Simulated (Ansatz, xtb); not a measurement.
# C4H9BOS: where a starting geometry ends

The starting geometry of this gas-phase singlet was built from a drawn formula by distance geometry and a force field; its bonds are those of `B[C@@]1(S)CCOC1`.

| atom | x (Å) | y (Å) | z (Å) |
| --- | --- | --- | --- |
| C | -0.6950 | 0.1697 | 0.9740 |
| C | 0.2441 | -0.1243 | -0.1178 |
| C | -0.5440 | -0.9272 | -1.1129 |
| C | -1.6949 | -0.9814 | 0.7951 |
| B | -0.0534 | 0.1877 | 2.4528 |
| O | -1.7919 | -1.3180 | -0.5190 |
| S | -1.5183 | 1.8116 | 0.6758 |
| H | -0.1066 | 1.1576 | 3.0894 |
| H | 0.5378 | -0.7796 | 2.8308 |
| H | -2.0381 | 1.4452 | -0.5719 |
| H | 1.0663 | -0.7803 | 0.2217 |
| H | 0.7175 | 0.7856 | -0.5542 |
| H | 0.0102 | -1.8259 | -1.4657 |
| H | -0.7638 | -0.3494 | -2.0107 |
| H | -1.4537 | -1.8645 | 1.4236 |
| H | -2.7377 | -0.6661 | 1.1562 |

Q: Where would you expect an optimisation with r2SCAN-D4/def2-SVP to take it?

A: It keeps its bonds, and is `B[C@@]1(S)CCOC1`.

The energy falls by 0.50 eV over 12 steps:

| step | E − E(last) (eV) |
| --- | --- |
| 1 | 0.504 |
| 2 | 0.129 |
| 3 | 0.060 |
| 5 | 0.028 |
| 6 | 0.017 |
| 7 | 0.008 |
| 8 | 0.006 |
| 10 | 0.000 |
| 11 | 0.000 |
| 12 | 0.000 |

Final geometry (Å):

```yaml
atoms:
  - { symbol: C, position_ang: [-0.7938, 0.1776, 1.0211] }
  - { symbol: C, position_ang: [0.2991, -0.1949, -0.0272] }
  - { symbol: C, position_ang: [-0.5322, -0.8502, -1.1567] }
  - { symbol: C, position_ang: [-1.7352, -1.0112, 0.7982] }
  - { symbol: B, position_ang: [-0.0299, 0.2774, 2.3758] }
  - { symbol: O, position_ang: [-1.8088, -1.1551, -0.6091] }
  - { symbol: S, position_ang: [-1.6250, 1.7694, 0.6035] }
  - { symbol: H, position_ang: [0.3598, 1.3374, 2.8004] }
  - { symbol: H, position_ang: [0.2456, -0.7450, 2.9609] }
  - { symbol: H, position_ang: [-2.3047, 1.2815, -0.4620] }
  - { symbol: H, position_ang: [1.0067, -0.9297, 0.3993] }
  - { symbol: H, position_ang: [0.8703, 0.6835, -0.3582] }
  - { symbol: H, position_ang: [-0.0397, -1.7671, -1.5296] }
  - { symbol: H, position_ang: [-0.6754, -0.1665, -2.0108] }
  - { symbol: H, position_ang: [-1.3074, -1.9195, 1.2747] }
  - { symbol: H, position_ang: [-2.7511, -0.8470, 1.1867] }
```

From the same start GFN2-xTB ends elsewhere, differing in B5–S7 (2.00 against 2.81 Å here).

The end wasn't checked by frequencies. Run with Ansatz 0.2.0, 110 s on 2 threads of Intel(R) Xeon(R) Processor @ 2.50GHz (Skylake/Cascade Lake), on a shared host.
